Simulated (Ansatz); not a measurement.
Relaxation of Al₁₁N₁₁H₂₈, a nanocrystal cut from wurtzite AlN (hydrogen-capped) with RKS PBE-D4/def2-SVP.

```sh
$ ansatz run in.yaml --threads 2 --pin off --events-out ev --progress --plain --max-ram 32768MiB --backend cuda --devices 0, --max-vram 18GiB
```

```yaml
crystal:
  periodic: [false, false, false]
  atoms:
    - {symbol: Al, position_ang: [0.345280, -3.309890, -0.044040]}
    - {symbol: N, position_ang: [0.300370, -3.316010, 1.894220]}
    - {symbol: Al, position_ang: [0.235720, -1.738290, -2.326190]}
    - {symbol: N, position_ang: [-1.312370, -0.758180, -2.952290]}
    - {symbol: N, position_ang: [0.365880, -1.495850, -0.514240]}
    - {symbol: Al, position_ang: [-1.151760, -0.666530, 0.183040]}
    - {symbol: Al, position_ang: [0.425250, -1.562850, 2.742310]}
    - {symbol: N, position_ang: [-1.095600, -0.633670, 2.099660]}
    - {symbol: Al, position_ang: [-1.388860, 1.073140, -2.323760]}
    - {symbol: N, position_ang: [-1.112860, 1.063370, -0.511800]}
    - {symbol: Al, position_ang: [-2.695360, 1.950520, -0.041170]}
    - {symbol: Al, position_ang: [-1.139040, 1.147590, 2.743890]}
    - {symbol: N, position_ang: [-2.719100, 1.918580, 1.896300]}
    - {symbol: N, position_ang: [1.716890, -0.705590, -3.047720]}
    - {symbol: Al, position_ang: [1.938370, -0.711660, 0.078070]}
    - {symbol: N, position_ang: [1.930700, -0.722390, 1.967790]}
    - {symbol: Al, position_ang: [1.894160, 1.097040, -2.376580]}
    - {symbol: N, position_ang: [0.243020, 1.843280, -3.046720]}
    - {symbol: N, position_ang: [1.904440, 1.100330, -0.521730]}
    - {symbol: Al, position_ang: [0.351960, 2.034120, 0.080200]}
    - {symbol: Al, position_ang: [1.719300, 0.991720, 2.792400]}
    - {symbol: N, position_ang: [0.340770, 2.032840, 1.969370]}
    - {symbol: H, position_ang: [-1.019150, -3.917180, -0.542880]}
    - {symbol: H, position_ang: [1.742140, -3.917890, -0.449790]}
    - {symbol: H, position_ang: [-0.534140, -3.800980, 2.231650]}
    - {symbol: H, position_ang: [1.088870, -3.877910, 2.223250]}
    - {symbol: H, position_ang: [0.279370, -3.140760, -2.943610]}
    - {symbol: H, position_ang: [-2.044420, -1.181310, -2.364530]}
    - {symbol: H, position_ang: [-1.597420, -0.922640, -3.918970]}
    - {symbol: H, position_ang: [-2.478570, -1.432170, -0.214320]}
    - {symbol: H, position_ang: [0.419580, -1.949820, 4.227670]}
    - {symbol: H, position_ang: [-1.949980, -1.125190, 2.389270]}
    - {symbol: H, position_ang: [-2.584800, 1.807070, -2.940780]}
    - {symbol: H, position_ang: [-3.902600, 1.068370, -0.536520]}
    - {symbol: H, position_ang: [-2.526200, 3.464280, -0.451800]}
    - {symbol: H, position_ang: [-1.477620, 1.336130, 4.229070]}
    - {symbol: H, position_ang: [-3.557920, 1.443340, 2.236520]}
    - {symbol: H, position_ang: [-2.807130, 2.884290, 2.220880]}
    - {symbol: H, position_ang: [1.876290, -0.808570, -4.050990]}
    - {symbol: H, position_ang: [2.492920, -1.194290, -2.583540]}
    - {symbol: H, position_ang: [3.255360, -1.324490, -0.527570]}
    - {symbol: H, position_ang: [2.829380, -1.100220, 2.281720]}
    - {symbol: H, position_ang: [3.082590, 1.784250, -3.054220]}
    - {symbol: H, position_ang: [0.234840, 2.036090, -4.049380]}
    - {symbol: H, position_ang: [0.207820, 2.758130, -2.579510]}
    - {symbol: H, position_ang: [2.714110, 1.566730, -0.097040]}
    - {symbol: H, position_ang: [0.479520, 3.481440, -0.524520]}
    - {symbol: H, position_ang: [1.152680, 0.664100, 4.236370]}
    - {symbol: H, position_ang: [3.064610, 1.767800, 2.528440]}
    - {symbol: H, position_ang: [0.462720, 2.999790, 2.284100]}
basis:
  gaussian: {orbitals: def2-SVP, fitting: {mean_field: def2-universal-jkfit}}
hamiltonian: {xc: pbe, dispersion: d4}
scf: {lower_state_search: "off"}
output: {orbitals: {seedname: orbitals}}
relax: {f_tol: 0.03, max_steps: 70}
```

It took 70 s on 2 threads of AMD EPYC 7R13 on a shared host and a share (18 GiB) of an NVIDIA H100 80GB HBM3.

Positions (Å) and forces (eV/Å) at steps 1, 2, 3, 4, 5 of 9:

```xyz
50
step=1 energy=-89346.8415 eV
Al    0.345   -3.310   -0.044    0.033   -0.985    0.263
N     0.300   -3.316    1.894    0.017    0.228   -0.141
Al    0.236   -1.738   -2.326    0.032    0.653   -0.937
N    -1.312   -0.758   -2.952    0.105    0.067    0.610
N     0.366   -1.496   -0.514   -0.047    0.377    0.143
Al   -1.152   -0.667    0.183   -0.465   -0.266    0.004
Al    0.425   -1.563    2.742    0.022   -0.972   -0.036
N    -1.096   -0.634    2.100    0.497    0.291   -0.344
Al   -1.389    1.073   -2.324    0.575   -0.312   -0.946
N    -1.113    1.063   -0.512    0.307   -0.223    0.129
Al   -2.695    1.951   -0.041   -0.838    0.522    0.248
Al   -1.139    1.148    2.744   -0.831    0.509   -0.039
N    -2.719    1.919    1.896    0.207   -0.095   -0.139
N     1.717   -0.706   -3.048   -0.145   -0.010    0.625
Al    1.938   -0.712    0.078    0.575    0.006    0.170
N     1.931   -0.722    1.968   -0.687   -0.020   -0.307
Al    1.894    1.097   -2.377    0.073    0.036   -0.679
N     0.243    1.843   -3.047   -0.070   -0.122    0.632
N     1.904    1.100   -0.522   -0.571   -0.331    0.320
Al    0.352    2.034    0.080    0.297    0.495    0.167
Al    1.719    0.992    2.792    1.217    0.698    0.146
N     0.341    2.033    1.969   -0.366   -0.587   -0.302
H    -1.019   -3.917   -0.543   -0.437   -0.292   -0.138
H     1.742   -3.918   -0.450    0.444   -0.293   -0.091
H    -0.534   -3.801    2.232   -0.247   -0.205    0.165
H     1.089   -3.878    2.223    0.221   -0.252    0.200
H     0.279   -3.141   -2.944    0.017   -0.868   -0.312
H    -2.044   -1.181   -2.365   -0.560   -0.323    0.007
H    -1.597   -0.923   -3.919   -0.078   -0.042   -0.302
H    -2.479   -1.432   -0.214   -0.345   -0.201   -0.189
H     0.420   -1.950    4.228    0.039   -0.071    0.960
H    -1.950   -1.125    2.389   -0.111   -0.068    0.238
H    -2.585    1.807   -2.941   -0.747    0.449   -0.310
H    -3.903    1.068   -0.537   -0.466   -0.227   -0.134
H    -2.526    3.464   -0.452   -0.035    0.518   -0.088
H    -1.478    1.336    4.229   -0.042    0.067    0.960
H    -3.558    1.443    2.237   -0.304   -0.112    0.169
H    -2.807    2.884    2.221   -0.106    0.319    0.206
H     1.876   -0.809   -4.051    0.070   -0.007   -0.325
H     2.493   -1.194   -2.584    0.581   -0.302   -0.067
H     3.255   -1.324   -0.528    0.447   -0.299   -0.216
H     2.829   -1.100    2.282    0.216   -0.088    0.225
H     3.083    1.784   -3.054    0.813    0.472   -0.417
H     0.235    2.036   -4.049    0.025    0.063   -0.323
H     0.208    2.758   -2.580    0.025    0.659   -0.066
H     2.714    1.567   -0.097    0.344    0.202   -0.144
H     0.480    3.481   -0.525   -0.039    0.539   -0.218
H     1.153    0.664    4.236   -0.205   -0.118    0.314
H     3.065    1.768    2.528    0.509    0.294    0.089
H     0.463    3.000    2.284    0.032    0.230    0.224
50
step=2 energy=-89347.9011 eV
Al    0.347   -3.414   -0.037   -0.040   -0.544   -0.068
N     0.298   -3.383    1.918    0.040    0.206    0.174
Al    0.267   -1.743   -2.369   -0.007    0.066   -0.283
N    -1.324   -0.765   -2.936    0.048    0.035    0.110
N     0.356   -1.560   -0.523   -0.035    0.102   -0.040
Al   -1.174   -0.679    0.158   -0.260   -0.150    0.126
Al    0.425   -1.624    2.785    0.013   -0.067    0.010
N    -1.048   -0.606    2.095   -0.109   -0.059   -0.077
Al   -1.378    1.102   -2.367    0.052   -0.048   -0.287
N    -1.174    1.087   -0.521    0.067   -0.081   -0.041
Al   -2.784    2.004   -0.034   -0.492    0.239   -0.077
Al   -1.193    1.178    2.786   -0.051    0.047    0.009
N    -2.779    1.950    1.920    0.200   -0.066    0.178
N     1.790   -0.707   -3.042    0.001    0.033    0.128
Al    1.942   -0.751    0.066    0.231   -0.056    0.137
N     1.889   -0.713    1.971    0.099    0.024   -0.243
Al    1.962    1.135   -2.434    0.115    0.067   -0.160
N     0.279    1.906   -3.040    0.035   -0.014    0.129
N     1.858    1.074   -0.560   -0.088   -0.050    0.154
Al    0.320    2.057    0.067    0.069    0.229    0.132
Al    1.840    1.061    2.770    0.031    0.015    0.306
N     0.329    1.992    1.972    0.066    0.072   -0.240
H    -1.034   -4.078   -0.524   -0.066   -0.072   -0.001
H     1.762   -4.076   -0.421    0.073   -0.038    0.005
H    -0.545   -3.862    2.261   -0.084   -0.093    0.051
H     1.079   -3.954    2.268    0.045   -0.110    0.071
H     0.302   -3.191   -2.997    0.014   -0.198   -0.138
H    -2.097   -1.212   -2.401   -0.021   -0.012   -0.066
H    -1.567   -0.905   -3.925   -0.043   -0.025   -0.108
H    -2.517   -1.455   -0.271   -0.083   -0.048   -0.006
H     0.438   -1.925    4.342    0.007   -0.030    0.152
H    -1.899   -1.097    2.410   -0.159   -0.094    0.107
H    -2.618    1.853   -2.994   -0.165    0.112   -0.138
H    -4.049    1.138   -0.518   -0.093   -0.021    0.001
H    -2.653    3.560   -0.423    0.003    0.079    0.006
H    -1.447    1.339    4.343   -0.022    0.020    0.152
H    -3.616    1.464    2.266   -0.123   -0.026    0.052
H    -2.878    2.914    2.267   -0.072    0.093    0.073
H     1.910   -0.787   -4.060    0.042   -0.058   -0.136
H     2.604   -1.208   -2.634    0.043   -0.019   -0.085
H     3.277   -1.413   -0.540    0.111   -0.022   -0.028
H     2.789   -1.098    2.290    0.156   -0.111    0.123
H     3.204    1.854   -3.100    0.162    0.094   -0.084
H     0.270    2.053   -4.058   -0.032    0.065   -0.135
H     0.252    2.861   -2.630    0.005    0.046   -0.086
H     2.677    1.546   -0.146    0.206    0.120   -0.081
H     0.413    3.544   -0.538    0.037    0.107   -0.027
H     1.225    0.706    4.215    0.098    0.057    0.214
H     3.226    1.861    2.584   -0.008   -0.004   -0.088
H     0.444    2.963    2.292   -0.018    0.191    0.122
50
step=3 energy=-89348.0715 eV
Al    0.334   -3.478   -0.019   -0.007   -0.171   -0.036
N     0.289   -3.399    1.956    0.024    0.091    0.099
Al    0.287   -1.749   -2.406    0.017   -0.064    0.039
N    -1.299   -0.750   -2.977   -0.043   -0.021    0.008
N     0.346   -1.597   -0.533   -0.019    0.027   -0.080
Al   -1.203   -0.695    0.148   -0.111   -0.064    0.021
Al    0.420   -1.627    2.801   -0.003   -0.108   -0.062
N    -1.072   -0.620    2.099   -0.067   -0.037    0.034
Al   -1.374    1.122   -2.404   -0.046    0.043    0.039
N    -1.210    1.097   -0.532    0.012   -0.030   -0.078
Al   -2.846    2.025   -0.017   -0.151    0.079   -0.039
Al   -1.198    1.176    2.803   -0.095    0.052   -0.063
N    -2.797    1.951    1.958    0.091   -0.023    0.101
N     1.813   -0.698   -3.078    0.081   -0.001    0.012
Al    1.946   -0.765    0.068    0.102    0.024    0.022
N     1.896   -0.710    1.983   -0.034    0.007    0.042
Al    1.994    1.154   -2.469    0.028    0.017    0.082
N     0.298    1.922   -3.076    0.042    0.073    0.011
N     1.855    1.072   -0.579   -0.028   -0.016   -0.002
Al    0.310    2.067    0.070    0.072    0.077    0.020
Al    1.853    1.069    2.823    0.097    0.055    0.125
N     0.334    1.996    1.984   -0.012   -0.035    0.044
H    -1.048   -4.177   -0.485    0.051    0.027    0.021
H     1.761   -4.151   -0.380   -0.037    0.033    0.014
H    -0.561   -3.869    2.305   -0.001   -0.014   -0.002
H     1.061   -3.978    2.324   -0.029   -0.012   -0.006
H     0.325   -3.203   -3.074   -0.004    0.048   -0.009
H    -2.092   -1.209   -2.477    0.089    0.051   -0.090
H    -1.517   -0.875   -3.978   -0.009   -0.006    0.025
H    -2.557   -1.478   -0.271    0.036    0.021    0.005
H     0.440   -1.914    4.377   -0.001    0.045   -0.049
H    -1.921   -1.110    2.435    0.011    0.005    0.002
H    -2.616    1.880   -3.072    0.040   -0.027   -0.009
H    -4.142    1.175   -0.479    0.049    0.030    0.021
H    -2.718    3.597   -0.382    0.010   -0.048    0.014
H    -1.436    1.335    4.379    0.038   -0.023   -0.049
H    -3.630    1.454    2.310   -0.012    0.006   -0.003
H    -2.909    2.911    2.324   -0.025   -0.021   -0.006
H     1.910   -0.772   -4.103    0.005   -0.041    0.012
H     2.643   -1.206   -2.704   -0.081    0.057   -0.068
H     3.303   -1.417   -0.531   -0.035    0.014    0.025
H     2.791   -1.111    2.313   -0.019   -0.009    0.028
H     3.254    1.883   -3.135   -0.043   -0.025    0.032
H     0.283    2.045   -4.101   -0.035    0.025    0.013
H     0.273    2.893   -2.700    0.009   -0.101   -0.069
H     2.688    1.553   -0.189    0.006    0.004   -0.010
H     0.421    3.569   -0.529   -0.005   -0.038    0.026
H     1.349    0.777    4.347    0.095    0.055   -0.170
H     3.233    1.865    2.557   -0.036   -0.021   -0.067
H     0.434    2.971    2.315   -0.017   -0.011    0.028
50
step=4 energy=-89348.1181 eV
Al    0.338   -3.491   -0.012    0.000   -0.010   -0.034
N     0.275   -3.399    1.966   -0.001    0.003    0.051
Al    0.294   -1.753   -2.404   -0.012    0.017    0.034
N    -1.283   -0.741   -2.988   -0.015   -0.007   -0.002
N     0.343   -1.602   -0.532   -0.004   -0.017    0.000
Al   -1.220   -0.705    0.139   -0.024   -0.014   -0.046
Al    0.397   -1.629    2.792    0.010   -0.034   -0.036
N    -1.102   -0.637    2.089   -0.027   -0.015   -0.004
Al   -1.373    1.130   -2.403    0.009   -0.020    0.034
N    -1.217    1.097   -0.531   -0.017    0.004    0.001
Al   -2.855    2.036   -0.010   -0.009    0.005   -0.034
Al   -1.211    1.156    2.793   -0.024    0.026   -0.036
N    -2.804    1.938    1.968    0.002   -0.002    0.052
N     1.819   -0.698   -3.075    0.045    0.000   -0.014
Al    1.944   -0.765    0.079    0.018    0.002   -0.016
N     1.879   -0.709    1.993   -0.047    0.011    0.064
Al    1.993    1.153   -2.461    0.013    0.008    0.026
N     0.301    1.926   -3.073    0.023    0.040   -0.015
N     1.851    1.069   -0.574   -0.032   -0.018    0.033
Al    0.309    2.066    0.080    0.010    0.014   -0.016
Al    1.887    1.088    2.802    0.097    0.056    0.033
N     0.326    1.981    1.994   -0.014   -0.047    0.064
H    -1.036   -4.196   -0.473    0.009    0.001    0.000
H     1.771   -4.149   -0.365   -0.013    0.011    0.015
H    -0.583   -3.863    2.302    0.001   -0.008   -0.006
H     1.035   -3.984    2.346    0.002   -0.019    0.002
H     0.328   -3.199   -3.083   -0.001    0.008   -0.012
H    -2.083   -1.203   -2.508    0.044    0.025   -0.062
H    -1.485   -0.857   -3.994   -0.004   -0.003    0.030
H    -2.567   -1.484   -0.304    0.021    0.012    0.008
H     0.417   -1.880    4.372   -0.002    0.044   -0.020
H    -1.949   -1.126    2.429   -0.008   -0.005    0.004
H    -2.610    1.881   -3.080    0.007   -0.005   -0.013
H    -4.153    1.195   -0.467    0.005    0.007   -0.001
H    -2.712    3.605   -0.366    0.003   -0.017    0.015
H    -1.418    1.297    4.374    0.037   -0.023   -0.020
H    -3.636    1.430    2.307   -0.006    0.005   -0.007
H    -2.927    2.891    2.347   -0.016    0.011    0.002
H     1.912   -0.777   -4.100    0.002   -0.017    0.024
H     2.649   -1.202   -2.705   -0.032    0.030   -0.038
H     3.303   -1.419   -0.512   -0.031    0.011    0.021
H     2.762   -1.128    2.336   -0.010    0.006    0.015
H     3.255    1.884   -3.113   -0.020   -0.012    0.015
H     0.280    2.048   -4.099   -0.014    0.010    0.025
H     0.279    2.897   -2.701    0.010   -0.043   -0.039
H     2.685    1.551   -0.191    0.002    0.001    0.021
H     0.419    3.570   -0.510   -0.006   -0.032    0.021
H     1.521    0.877    4.363    0.025    0.015   -0.050
H     3.246    1.873    2.422   -0.009   -0.005   -0.107
H     0.405    2.954    2.338    0.001   -0.011    0.015
50
step=5 energy=-89348.1515 eV
Al    0.337   -3.498   -0.006    0.017    0.035   -0.015
N     0.269   -3.406    1.976   -0.026   -0.019    0.029
Al    0.300   -1.749   -2.401    0.004    0.002   -0.010
N    -1.269   -0.733   -2.999    0.009    0.005    0.015
N     0.338   -1.608   -0.529   -0.010   -0.022    0.024
Al   -1.234   -0.713    0.128    0.000    0.000    0.007
Al    0.377   -1.631    2.784    0.004    0.067    0.029
N    -1.127   -0.652    2.076   -0.016   -0.009   -0.029
Al   -1.366    1.134   -2.400    0.004    0.002   -0.010
N    -1.224    1.096   -0.528   -0.024    0.003    0.024
Al   -2.863    2.039   -0.004    0.040   -0.003   -0.015
Al   -1.223    1.140    2.785    0.060   -0.030    0.029
N    -2.814    1.936    1.978   -0.030   -0.013    0.029
N     1.826   -0.693   -3.072    0.004   -0.005    0.004
Al    1.937   -0.767    0.093    0.009    0.017   -0.011
N     1.863   -0.704    2.008    0.005   -0.026    0.042
Al    1.996    1.155   -2.445    0.006    0.004    0.007
N     0.310    1.930   -3.070   -0.002    0.005    0.004
N     1.843    1.065   -0.559   -0.028   -0.016   -0.044
Al    0.303    2.061    0.095    0.019   -0.001   -0.011
Al    1.926    1.111    2.786   -0.004   -0.002   -0.137
N     0.322    1.964    2.009   -0.020    0.017    0.042
H    -1.030   -4.212   -0.472   -0.006   -0.002    0.003
H     1.774   -4.150   -0.342    0.004    0.000   -0.001
H    -0.593   -3.871    2.304    0.001    0.002   -0.001
H     1.025   -3.993    2.362    0.007   -0.004   -0.010
H     0.331   -3.189   -3.092    0.003   -0.003   -0.001
H    -2.076   -1.199   -2.536    0.007    0.004   -0.029
H    -1.458   -0.842   -4.007    0.009    0.005    0.017
H    -2.578   -1.490   -0.320    0.004    0.002   -0.020
H     0.399   -1.827    4.372   -0.013    0.000   -0.014
H    -1.973   -1.140    2.421   -0.015   -0.009   -0.009
H    -2.600    1.879   -3.090   -0.001    0.004   -0.001
H    -4.163    1.208   -0.467   -0.005   -0.004    0.003
H    -2.711    3.609   -0.343    0.002    0.003   -0.001
H    -1.382    1.256    4.373   -0.006   -0.011   -0.014
H    -3.648    1.425    2.309    0.003    0.000   -0.001
H    -2.941    2.886    2.363   -0.001    0.008   -0.010
H     1.913   -0.772   -4.098   -0.004    0.006    0.016
H     2.659   -1.196   -2.711    0.000    0.003   -0.006
H     3.296   -1.421   -0.490   -0.010   -0.006    0.009
H     2.736   -1.134    2.360   -0.013   -0.002   -0.007
H     3.259    1.885   -3.092    0.003    0.001    0.015
H     0.285    2.046   -4.096    0.003   -0.006    0.016
H     0.290    2.902   -2.708    0.003   -0.002   -0.007
H     2.677    1.547   -0.173   -0.012   -0.007    0.046
H     0.414    3.565   -0.488   -0.010   -0.005    0.009
H     1.634    0.942    4.365    0.116    0.067   -0.037
H     3.249    1.875    2.227   -0.082   -0.048    0.040
H     0.386    2.935    2.362   -0.008   -0.010   -0.007
```

Single mean-field runs in def2-SVP are fitted with def2-universal-jkfit.
